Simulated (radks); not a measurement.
These are the eigenvalues of the occupied orbitals of an atom or ion with whole-number occupations (hartree). Method: Dirac Kohn-Sham, LDA (Slater exchange, VWN5 correlation), spin-unpolarised, spherical densities, point nucleus; computed with a radial shooting solver on a logarithmic mesh with Libxc functionals.

1s1/2: -1593.031
2s1/2: -258.4405
2p1/2: -244.6549
2p3/2: -225.5644
3s1/2: -56.82685
3p1/2: -50.92864
3p3/2: -47.11884
3d3/2: -36.81260
3d5/2: -35.98801
4s1/2: -12.08443
4p1/2: -9.85929
4p3/2: -9.02872
4d3/2: -5.36507
4d5/2: -5.21829
5p1/2: -1.78513
5p3/2: -1.65495
4f5/2: -1.04670
4f7/2: -1.03021
6p1/2: -0.51684
6p3/2: -0.49381

Which element is it, and in what charge state? The configuration may be excited. Open shells, if any, are shared by 2j + 1.

Answer. Z = 60, neodymium, charge +2: Nd2+ in [Kr] 4d10 4f4 5p6 6p2. The list shows which subshells hold electrons but not how many an open one holds; the 1s level, -1593 hartree, gives Z - s = 56.4 by -(Z - s)^2/2, which with screening and relativity narrows Z to a few neighbours, and the depths of the outer levels then fix element, charge and occupations together.
